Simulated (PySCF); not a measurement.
## Correlation energy of Ca (calcium, neutral)

[Ar] 3d1 4s1, 4s spin antiparallel (an excited configuration). Computed with PySCF 2.14 in x2c-QZVPPall with one added diffuse shell each of s, p, d, f type (12s8p5d4f, 89 functions), with the spin-free X2C one-electron Hamiltonian (Gaussian nucleus). Frozen: [Ar]; 2 electrons correlated.

Total MP2 correlation energy: -9.96 mhartree.

Same-spin part 0.00 and opposite-spin part -9.96 mhartree; SCS-MP2 scales them by 1/3 and 6/5 to -11.95 mhartree.
